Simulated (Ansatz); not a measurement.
Born–Oppenheimer molecular dynamics of CH5BF3N (11 atoms, charge 0, multiplicity 1). It starts from a rough guess of a transition structure, not a stationary point.

All numbers below come from Ansatz, UKS PBE-D4/STO-3G.

```
ensemble                      : NVE (velocity Verlet)
time step                     : 0.5 fs
steps asked                   : 150
starting velocities drawn for : 600 K
seed                          : 732449
```

First frame:

```xyz
11
Properties=species:S:1:pos:R:3
B -1.304 0.342 0.499
F -1.231 -1.183 1.203
F -1.954 0.252 -0.636
F -1.655 1.212 1.418
H -0.061 -0.984 0.970
N 0.474 0.086 0.371
C 1.070 -0.070 -0.944
H 1.003 0.696 0.977
H 2.059 -0.524 -0.857
H 1.167 0.889 -1.459
H 0.432 -0.718 -1.542
```

Question: How far do the bonds stretch over the last three quarters of this one trajectory? (Pairs bonded in most of those frames.)

Answer: 
```csv
bond,mean (Å),spread (Å),shortest,longest
B1–F2,1.406,0.056,1.29,1.49
B1–F3,1.354,0.036,1.29,1.42
B1–F4,1.351,0.020,1.32,1.40
H5–N6,1.096,0.052,1.01,1.20
N6–C7,1.517,0.066,1.43,1.63
N6–H8,1.072,0.049,0.99,1.16
C7–H9,1.113,0.019,1.08,1.14
C7–H10,1.121,0.078,1.01,1.23
C7–H11,1.119,0.049,1.04,1.19
```

Pairs bonded in part of these frames only: B1–N6 59 %.

Mean temperature of the second half: 630 K. The conserved energy stayed within 0.84 meV per atom of its start (net change -0.085 meV per atom), so the integration is sound. A run of 0.075 ps of so small a system gives no equilibrium averages. The orbitals were unrestricted but ended closed-shell. Limits of this set-up: minimal basis.

The run took 13 min on 1 thread of Arm Neoverse N1, on a shared host, peak memory 0.12 GiB.
